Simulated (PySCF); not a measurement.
C2H7NSi2, SMILES [SiH3][C@H]1N=C[SiH2]1.

Geometry: ωB97X-D3(BJ)/def2-SVP. The structure was generated by enumeration; whether it is a known compound was not checked.

Computed with ωB97X-D3(BJ)/def2-SVP run with PySCF 2.14.0.

Frequencies are harmonic and unscaled.

Computed vibrational spectrum:
```
mode  ν (cm⁻¹)  IR (km/mol)  Raman (Å⁴/amu)  depolarisation  moving atoms (share of kinetic energy)
----  --------  -----------  --------------  --------------  --------------------------------------
1          125          2.4             0.6            0.53         C 39 %, Si 25 %, H 25 %, N 11 %
2          155          0.5             0.3            0.24                 H 54 %, Si 26 %, C 12 %
3          166          0.1             0.2            0.71                 H 70 %, Si 16 %, C 10 %
4          295         17.5             1.2            0.46         N 41 %, H 39 %, Si 10 %, C 10 %
5          502          5.8            12.2            0.40                 H 43 %, Si 36 %, C 15 %
6          542         10.8            15.0            0.31         Si 44 %, H 21 %, C 21 %, N 14 %
7          556          3.6             7.2            0.55                         H 79 %, Si 12 %
8          620          7.8            19.0            0.71                                  H 84 %
9          658         38.6            10.6            0.43         H 58 %, N 16 %, Si 15 %, C 11 %
10         714         30.1            11.1            0.74                          H 61 %, C 32 %
11         795        100.2             5.1            0.25                 H 55 %, C 27 %, Si 15 %
12         810         66.6             3.2            0.12                 H 47 %, C 31 %, Si 20 %
13         860         38.3             5.1            0.40                  H 48 %, C 28 %, N 21 %
14         917         50.9             3.3            0.75                          H 79 %, C 20 %
15         941        234.1            15.0            0.75                          H 89 %, Si 9 %
16         959         48.9            21.8            0.72                                  H 96 %
17         965         62.8            19.3            0.75                                  H 90 %
18         970         72.7            13.8            0.74                                  H 88 %
19         998         22.2             4.0            0.46                  C 44 %, H 36 %, N 16 %
20        1079         59.6             4.8            0.75                          H 48 %, C 47 %
21        1208          7.5             8.5            0.43                          H 76 %, C 21 %
22        1284          7.9             9.7            0.28                  H 69 %, C 19 %, N 12 %
23        1665          8.2            13.9            0.27                          C 51 %, N 46 %
24        2246         72.6            86.3            0.55                                  H 97 %
25        2250        100.0            74.7            0.26                                  H 96 %
26        2256        121.7           233.5            0.07                                  H 97 %
27        2260        175.3            90.2            0.63                                  H 96 %
28        2266         89.2           201.0            0.24                                  H 97 %
29        3118          3.4           102.0            0.33                                  H 92 %
30        3174         18.1           192.7            0.33                           H 91 %, C 9 %
```
